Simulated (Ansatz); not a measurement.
Isomers of Li$_{7}$H$_{7}$⁺ (doublet), relaxed with PBE-D4/def2-TZVP; total energies from Ansatz at CCSD(T)/def2-TZVP.

| isomer | description | energy (Eh) |
| --- | --- | --- |
| A | point group not assigned; 14 × H–Li 1.72 to 1.90 Å | -56.55857 |
| B | point group not assigned; 6 × Li–Li 2.53 to 3.02 Å; 13 × H–Li 1.69 to 1.88 Å | -56.56283 |
| C | point group not assigned; 3 × Li–Li 2.53 to 2.90 Å; 13 × H–Li 1.71 to 1.84 Å | -56.55872 |

Correlated methods freeze no core orbitals; core or outer-core shells of Li are correlated, in sets that lack core-valence functions.

The isomers come from a short search, and lower ones may exist.

Work out the relative energies (1 Eh = 2625.5 kJ/mol) and the Boltzmann populations at 298 K from electronic energies alone (R = 8.314 J/mol/K).

ΔE: A 11.2, B 0.0, C 10.8 kJ/mol. RT = 2.48 kJ/mol. Factors exp(−ΔE/RT): A 0.0109, B 1, C 0.0128; sum 1.024. Populations: A 1.1 %, B 97.7 %, C 1.3 %. Zero-point energy, vibrational entropy and symmetry numbers are left out and can shift these; an error of 4 kJ/mol changes a ratio by a factor of 5.0. Over the other density-functional and correlated levels in def2 sets, the gap between B and C ranges from 15 to 20 kJ/mol.
